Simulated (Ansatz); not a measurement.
Ansatz (an electronic-structure program) input (HF/6-31G* with LANL2DZ past Ar): The .json file joins the Basis Set Exchange's 6-31G* for atoms up to Ar and LANL2DZ past it.

Ansatz 0.2 input:
```yaml
crystal:
  periodic: [false, false, false]
  atoms:
    - {symbol: F, position_ang: [-0.00000000, -0.00000000, -1.26410412]}
    - {symbol: Ge, position_ang: [0.00000000, 0.00000000, 0.35552928]}
basis:
  gaussian:
    orbitals: 6-31Gs+LANL2DZ.json
hamiltonian:
  xc: {name: HF}
total_charge: 1
phonons: {temperatures: {t_min: 298.15, t_max: 298.15, t_step: 100}}
```

Problem. Which harmonic wavenumbers does it give?

Solution. 872 cm⁻¹ (unscaled; negative means imaginary).
